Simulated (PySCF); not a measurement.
Isomers of [C6H10FO]+ (charge +1), one GFN2-xTB conformer each. Single-point energies are computed at PBE0/pcSseg-1 (PySCF, gas phase, no added dispersion term), electronic only.

Question: Rank them by PBE0/pcSseg-1 energy, lowest first (kJ/mol).
A. `[CH2:1]=[CH:2][C+:3]([CH3:4])[C@@H:5]([F:6])[O:7][CH3:8]` (charge +1) with C1–C2–C3–C4 -174°, C2–C3–C5–F6 28°, C3–C5–O7–C8 175°
B. `[CH3:1][O:2]/[C:3](=[CH:4]\[F:5])[C+:6]([CH3:7])[CH3:8]` (charge +1) with C1–O2–C3–C4 0°

Answer: B (0.0), A (31.0).

GFN2-xTB itself gives, in the same order: 0.0, 58.5. Both levels put the same isomer lowest.

Question: Which frontier levels and rotational constants go with these structures?

Answer: 
```csv
SMILES,"HOMO (eV, PBE0/pcSseg-1)",LUMO (eV),"A, B, C (MHz)"
CO/C(=C\F)[C+](C)C,-12.15,-8.42,"3000, 1545, 1039"
C=C[C+](C)[C@@H](F)OC,-12.72,-9.07,"3327, 1505, 1074"
```
